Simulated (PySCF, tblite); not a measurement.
Compound: C₇H₈B₂.
Cartesian coordinates in Å at the GFN2-xTB level; atoms count from 1:
```
atom  x, y, z in Å
B1     4.0195    0.0931   -0.9379
C2     2.5426    0.1723   -0.7921
C3     1.3300    0.2427   -0.6737
C4    -0.0583    0.3275   -0.5559
C5    -0.7589    0.2306    0.5999
C6    -0.0338    0.0054    1.8976
B7    -2.2996    0.3594    0.6013
C8    -3.0391    0.6255   -0.6820
C9    -3.6440    0.8424   -1.7029
H10    4.6290    1.0662   -1.1663
H11    4.5603   -0.9386   -0.8201
H12   -0.5851    0.4917   -1.4897
H13   -0.4467   -0.8652    2.4063
H14   -0.1729    0.8626    2.5566
H15    1.0335   -0.1445    1.7430
H16   -2.9099    0.2561    1.5975
H17   -4.1735    1.0341   -2.5917
```

Jobs on this species (17 atoms, 60 electrons) with PySCF (density fitting) and tblite. Hardware of each: one thread, Intel Xeon at 2.50 GHz (x86_64), shared host. Other jobs ran on the host; a repeat could differ by tens of per cent or more.

```csv
level and settings,work,basis functions,SCF cycles,wall time
GFN2-xTB,Hessian by finite differences,–,–,?
GFN2-xTB,L-BFGS relaxation,–,–,2.0 s
CAM-B3LYP/def2-SVPD,"8 singlets by full TDDFT, 3 Tamm–Dancoff triplets, polarisability",244,13,2.7 min
PBE0/pcSseg-1,"shieldings, charges and field gradients, density and orbital grids written",193,15,2.3 min
```

Q: Fill in the missing figures.

A: 
- GFN2-xTB; Hessian by finite differences: 2.3 s

Q: What do all jobs in the table cost together?

A: About 5.1 min; the longest takes about 53 % of that, and about 81 times as long as the shortest.
